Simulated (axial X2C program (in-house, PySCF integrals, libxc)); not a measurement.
# SPmS⁻: the levels of the configuration f(δφ)4 f(π)0

Computed with an axial X2C code built on PySCF integrals: two-component X2C with atomic mean-field Coulomb and Gaunt terms, basis S dyall-v3z, Pm dyall-v3z (cores contracted in-house). Orbitals come from Hartree–Fock averaged over the configuration Pm f(δφ)4 f(π)0; CI then distributes these electrons over the f(δφ), f(π) shells of Pm.

S–Pm–S held linear, both bonds 2.704 Å (near the minimum of the configuration average).

Lowest levels of this model:

```
 Ω  energy (cm⁻¹)     g∥  configuration
 5              0  13.84    100% f(δφ)4
 0           7944   0.00    100% f(δφ)4
 6           9426  13.93    100% f(δφ)4
 1          11369   3.02    100% f(δφ)4
10          11970  21.87    100% f(δφ)4
 0          12338   0.00    100% f(δφ)4
 4          13579   9.87    100% f(δφ)4
 5          14362  11.82    100% f(δφ)4
 5          15551  10.03    100% f(δφ)4
 0          16842   0.00    100% f(δφ)4
 1          17005   0.92    100% f(δφ)4
 2          17262   5.57    100% f(δφ)4
 4          19765   8.11    100% f(δφ)4
 1          20001   2.25    100% f(δφ)4
 6          21073  12.08    100% f(δφ)4
 0          21924   0.00    100% f(δφ)4
 2          23784   4.45    100% f(δφ)4
 0          24988   0.00    100% f(δφ)4
 7          25135  14.13    100% f(δφ)4
 4          26305   9.63    100% f(δφ)4
 1          26564   2.17    100% f(δφ)4
 3          27248   5.87    100% f(δφ)4
 2          27248   2.41    100% f(δφ)4
```

g∥ is the magnitude of 2⟨Lz + ge Sz⟩ for the +Ω component.

(1) From Ω and g∥ of the lowest level, whose 2⟨Lz + ge Sz⟩ is positive, find ⟨Sz⟩ and ⟨Lz⟩ (ge = 2.0023).

Occupations of the active spinors in the lowest level by ω, shell by shell in order of energy: -7/2: 0.00; -5/2: 0.09 0.91; -3/2: 0.00 0.00; -1/2: 0.00; 1/2: 0.00; 3/2: 1.00 0.00; 5/2: 0.99 0.01; 7/2: 1.00. The leading determinant has weight 0.90 among 24.

This point took 3.1 s on 1 thread of Arm Neoverse V1, on a shared host.

There is no dynamic correlation: spin–orbit spacings and, for f shells, spacings inside one term are the most reliable numbers, splittings between terms come out too wide, and energies between configurations are not reliable, so the lowest level need not be the ground state of the molecule. At most 6 roots were kept for each Ω > 0 (twice that for Ω = 0) within 3.5 eV of the lowest, so higher up levels can be missing between those listed; levels with Ω > 0 are doubly degenerate and listed once, Ω = 0 levels singly. States that fill the shells left empty in the average are placed too high. For an anion, levels above electron detachment are held by the basis set. The molecule was held linear; bending was not examined.

## Answers

(1) Ω = ⟨Lz⟩ + ⟨Sz⟩ = 5 and ⟨Lz⟩ + ge⟨Sz⟩ = 6.920, so ⟨Sz⟩ = 1.92 and ⟨Lz⟩ = 3.08.
